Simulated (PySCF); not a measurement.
Computed shifts of a molecule C₂H₅NOSi, PBE0/pcSseg-1 (PySCF), GIAO, gas phase, atoms alike by connectivity averaged where their shifts nearly agree, in ppm (number of nuclei): ¹³C: 100.0 (1), 91.3 (1). ²⁹Si: -46.9 (1). ¹⁵N: 36.8 (1). ¹H: 5.00 (1), 2.36 (1), 1.91 (1), 1.45 (1), 1.19 (1). References: ¹³C against TMS (σ = 186.3 ppm); ²⁹Si against TMS (σ = 352.7 ppm); ¹⁵N against NH3 (σ = 267.4 ppm); ¹⁷O against H2O (σ = 334.2 ppm); ¹H against TMS (σ = 31.56 ppm), references at their B3LYP-D3(BJ)/def2-TZVP geometries, non-relativistic. The structure is a stationary point at B3LYP-D3(BJ)/def2-SVP. The values are those of a single conformer.

**Question.** Pick the molecule that these values belong to.
(A) C#C[Si@H](N)O
(B) [SiH3][C@H]1N=CO1
(C) O=C/N=C/[SiH3]
(D) O=C/C=N/[SiH3]

**Answer.** A, C#C[Si@H](N)O
